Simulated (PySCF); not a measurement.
Point-charge models of `N[Si@@H]([SiH3])C[SiH3]` against its computed dipole.

Coordinates (GFN2-xTB, Å) and charges (e) from the PBE0/pcSseg-1 density (PySCF):

```json
{"atom": "N1", "x": "0.814", "y": "-1.685", "z": "-0.515", "Mulliken": "-0.6388", "IAO": "-0.8421", "Hirshfeld": "-0.3151", "ESP-fitted": "-1.0692"}
{"atom": "Si2", "x": "0.690", "y": "-0.463", "z": "0.701", "Mulliken": "+0.6151", "IAO": "+0.7735", "Hirshfeld": "+0.3102", "ESP-fitted": "+0.6623"}
{"atom": "Si3", "x": "1.963", "y": "1.332", "z": "0.018", "Mulliken": "+0.1738", "IAO": "+0.2514", "Hirshfeld": "+0.2042", "ESP-fitted": "+0.1475"}
{"atom": "C4", "x": "-1.174", "y": "-0.095", "z": "0.856", "Mulliken": "-0.8591", "IAO": "-0.8241", "Hirshfeld": "-0.2483", "ESP-fitted": "-0.4856"}
{"atom": "Si5", "x": "-2.113", "y": "0.222", "z": "-0.760", "Mulliken": "+0.5007", "IAO": "+0.6073", "Hirshfeld": "+0.3055", "ESP-fitted": "+0.4802"}
{"atom": "H6", "x": "0.180", "y": "-2.468", "z": "-0.494", "Mulliken": "+0.1936", "IAO": "+0.2607", "Hirshfeld": "+0.1161", "ESP-fitted": "+0.4077"}
{"atom": "H7", "x": "1.725", "y": "-1.994", "z": "-0.810", "Mulliken": "+0.1939", "IAO": "+0.2610", "Hirshfeld": "+0.1146", "ESP-fitted": "+0.3900"}
{"atom": "H8", "x": "1.106", "y": "-0.953", "z": "2.043", "Mulliken": "-0.0808", "IAO": "-0.1556", "Hirshfeld": "-0.1010", "ESP-fitted": "-0.1927"}
{"atom": "H9", "x": "2.512", "y": "2.068", "z": "1.163", "Mulliken": "-0.0663", "IAO": "-0.1014", "Hirshfeld": "-0.0804", "ESP-fitted": "-0.0948"}
{"atom": "H10", "x": "1.243", "y": "2.329", "z": "-0.780", "Mulliken": "-0.0553", "IAO": "-0.0929", "Hirshfeld": "-0.0723", "ESP-fitted": "-0.0543"}
{"atom": "H11", "x": "3.128", "y": "0.934", "z": "-0.781", "Mulliken": "-0.0647", "IAO": "-0.0968", "Hirshfeld": "-0.0752", "ESP-fitted": "-0.0598"}
{"atom": "H12", "x": "-1.289", "y": "0.775", "z": "1.503", "Mulliken": "+0.1712", "IAO": "+0.1624", "Hirshfeld": "+0.0413", "ESP-fitted": "+0.1087"}
{"atom": "H13", "x": "-1.656", "y": "-0.919", "z": "1.383", "Mulliken": "+0.1720", "IAO": "+0.1618", "Hirshfeld": "+0.0427", "ESP-fitted": "+0.1385"}
{"atom": "H14", "x": "-3.505", "y": "0.574", "z": "-0.446", "Mulliken": "-0.0888", "IAO": "-0.1231", "Hirshfeld": "-0.0843", "ESP-fitted": "-0.1368"}
{"atom": "H15", "x": "-1.504", "y": "1.333", "z": "-1.496", "Mulliken": "-0.0835", "IAO": "-0.1209", "Hirshfeld": "-0.0775", "ESP-fitted": "-0.1228"}
{"atom": "H16", "x": "-2.128", "y": "-0.981", "z": "-1.595", "Mulliken": "-0.0828", "IAO": "-0.1212", "Hirshfeld": "-0.0802", "ESP-fitted": "-0.1189"}
```

Problem. What dipole does each set of charges give (1 e·Å = 4.803 D), and what does the density give?

Solution. The full density gives (0.10, -1.46, 0.46) D, 1.53 D in size; dipole vectors point from the negative to the positive end.

```json
{"scheme": "Mulliken", "μx": "0.70", "μy": "-0.02", "μz": "0.18", "size (D)": "0.72", "share of the full size (%)": "47", "angle to the full dipole (°)": "80"}
{"scheme": "IAO", "μx": "0.34", "μy": "-0.28", "μz": "0.40", "size (D)": "0.60", "share of the full size (%)": "39", "angle to the full dipole (°)": "46"}
{"scheme": "Hirshfeld", "μx": "0.20", "μy": "-0.74", "μz": "0.03", "size (D)": "0.76", "share of the full size (%)": "50", "angle to the full dipole (°)": "19"}
{"scheme": "ESP-fitted", "μx": "0.09", "μy": "-1.46", "μz": "0.45", "size (D)": "1.53", "share of the full size (%)": "100", "angle to the full dipole (°)": "1"}
```

Problem. Which set comes closest?

Solution. Length of the difference vector: ESP-fitted 0.02 D, Hirshfeld 0.85 D, IAO 1.20 D, Mulliken 1.58 D. Closest: ESP-fitted. 

Problem. What is left for the Hirshfeld atoms' own dipoles?

Solution. The Hirshfeld atoms' densities add up to the full density, so μ = Σ q r + Σ (atomic dipoles). The atomic dipoles sum to (0.10, -1.46, 0.46) − (0.20, -0.74, 0.03) = (-0.10, -0.72, 0.43) D, 0.85 D in size.

Problem. With the origin at the mean of the coordinates, (0.000, 0.001, -0.001) Å, which are the largest single terms, by size, of the Mulliken dipole along the direction of the full one?

Solution. N1 -4.61, Si2 +2.06, H6 +2.06, H7 +1.65, Si5 -1.40 D; all 16 atoms together +0.12 D. The single terms depend on the origin, their sum doesn't.

Problem. Give the size of the full dipole in other units.

Solution. 1.53 D = 0.604 au = 0.319 e·Å = 5.12 × 10⁻³⁰ C·m.

Geometry: GFN2-xTB, one conformer, isolated molecule.

Shape of the structure used: `[NH2:1][Si@@H:2]([SiH3:3])[CH2:4][SiH3:5]`: N1–Si2–C4–Si5 -49°, H–N1–Si2–Si3 -167°, H–N1–Si2–Si3 53°.
